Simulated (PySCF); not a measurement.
Simulation results for C2H7AlN

All values are calculated (PySCF 2.14.0). Calculation on a computer-drawn molecule: the log of a Hartree-Fock and frozen-core CCSD(T) single point meant for a local Hartree-Fock minimum, with one planted fault or none, to be diagnosed. Offsets are logged minus clean, where the clean run is the same molecule without the fault. The reference is restricted for singlets and unrestricted otherwise, and also for a bond in bohr or an excited solution. Adding or removing an electron swaps singlet and doublet. The excited solution moves the top pair (singlet) or top alpha electron (doublet) to the lowest empty orbital. Highest occupied and lowest empty are orbital energies over both spins, largest force is the largest gradient component, triples share is (T) over the correlation energy, the T1 limit is 0.02 restricted and 0.045 unrestricted, electrons count all cores, a negative frequency is imaginary (commonest isotopes), and the dipole is about the centre of nuclear charge.

```xyz
11
formula=C2H7AlN meant_charge=0 meant_multiplicity=2 meant_basis=cc-pV(D+d)Z logged_electrons=39 logged_basis_functions=100 logged_SCF_converged=yes logged_spin_squared=0.7639 logged_highest_occupied=-7.155 logged_lowest_empty=1.9096 logged_largest_force=0.019555 logged_T1_diagnostic=0.020487 logged_D1_diagnostic=0.10985 logged_triples_share=0.026918 logged_CC_converged=yes logged_dipole_magnitude=1.0304 logged_SCF_stable_within_its_kind=yes logged_energy_HF=-376.16379 logged_energy_CCSD(T)=-376.73217 possible_faults=no_fault,one_electron_removed,one_electron_added,multiplicity_raised_by_two,geometry_at_a_saddle_point,SCF_held_on_an_excited_solution,minimal_basis_STO-3G,one_bond_length_entered_in_bohr,all_coordinates_scaled planted_fault=all_coordinates_scaled,by_-2.3_% HF_energy_offset_from_clean_run=3.601 CCSD(T)_energy_offset_from_clean_run=6.047
C     -0.3467    -1.8855    -1.0477
C      0.4112    -1.0362    -0.1331
N     -0.2454    -0.0989     0.6166
Al    -1.9246     0.2649     0.9088
H      0.2947    -2.6057    -1.5017
H     -1.1252    -2.4142    -0.5409
H     -0.8110    -1.3206    -1.8344
H      1.4265    -0.8283    -0.3550
H      0.3906     0.4619     1.1114
H     -2.1797     1.4140     1.9044
H     -3.0497    -0.5215     0.2150
```

Units: logged_highest_occupied, logged_lowest_empty in eV; logged_largest_force in hartree/bohr; logged_dipole_magnitude in debye; logged_energy_HF, logged_energy_CCSD(T) in hartree; HF_energy_offset_from_clean_run, CCSD(T)_energy_offset_from_clean_run in kcal/mol.

Drawn bonds:
```
atom  other atom  order
   1           2      1
   2           3      1
   3           4      1
   1           5      1
   1           6      1
   1           7      1
   2           8      1
   3           9      1
   4          10      1
   4          11      1
```
